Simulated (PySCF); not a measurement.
Some computed properties have been withheld. Give your best values.

C₄H₁₀NSi₂ (doublet state).
Atom-mapped SMILES: `[CH2:1]=[C:2]/[CH:3]=[CH:4]\[N:5]([SiH3:6])[SiH3:7]` (hydrogens: H8, H9 on C1; H10 on C3; H11 on C4; H12, H13, H14 on Si6; H15, H16, H17 on Si7)

Conformer (atom-mapped SMILES and torsion angles): `[CH2:1]=[C:2]/[CH:3]=[CH:4]\[N:5]([SiH3:6])[SiH3:7]`: C3–C4–N5–Si6 167°.

```tsv
property	level	value
point group	PBE0-D3(BJ)/def2-SVP	?
rotational constants A, B, C	PBE0-D3(BJ)/def2-SVP	3.165, 1.084, 0.845 GHz
dipole moment	PBE0-D3(BJ)/def2-SVP	?
isotropic g value	unrestricted B3LYP/IGLO-III on C N Si, pcH-1 on H, mean-field spin–orbit	?
spin squared ⟨S²⟩	unrestricted B3LYP/IGLO-III on C N Si, pcH-1 on H	0.772
largest isotropic hyperfine couplings (means over sets of like nuclei)	unrestricted B3LYP/IGLO-III on C N Si, pcH-1 on H, mean-field spin–orbit	?
```

Gas-phase values; electronic properties from PySCF, density fitting. The structure is a single PBE0-D3(BJ)/def2-SVP conformer in the gas phase; no vibrational or solvent corrections. The unpaired spin is shared among atoms: the largest Mulliken spin population is 0.60. Couplings of like nuclei are plain means over topologically equivalent atoms, as if these changed places fast (by rotation of a methyl-like group, say); in this geometry the members of some sets differ.

Task: The dipole moment?

Result: 0.40 D.

Task: The largest isotropic hyperfine couplings (means over sets of like nuclei)?

Result: 1H +99.1 (H8), 1H +96.5 (H9), 13C +51.8 (C4), 13C +45.1 (C2), 13C -44.4 (C3) MHz.

Task: What is the isotropic g value?

Result: 2.00254.

Task: Give the point group.

Result: C1.

With B = h/(8π²I), that is 505.379 GHz u Å² over I, the principal moments of inertia are 159.7, 466.3 and 597.9 u Å² (most abundant isotopes); the inertial defect Ic − Ia − Ib is -28.1 u Å² (zero for a rigid planar frame, negative otherwise). The rotational constants make it an asymmetric top with κ = (2B − A − C)/(A − C) = -0.79, nearer the prolate limit (−1). The dipole matches unit charges of opposite sign 0.08 Å apart (1 e·Å = 4.8032 D). ⟨S²⟩ is 0.022 above the pure-spin value S(S + 1) = 0.75. A dipole of 0.40 D is allowed in C1, and pure rotational transitions are dipole-allowed. At 9.50 GHz, hν = g·μB·B₀ (B₀ the magnetic field) puts the centre of the isotropic spectrum, to first order, at 338.9 mT.
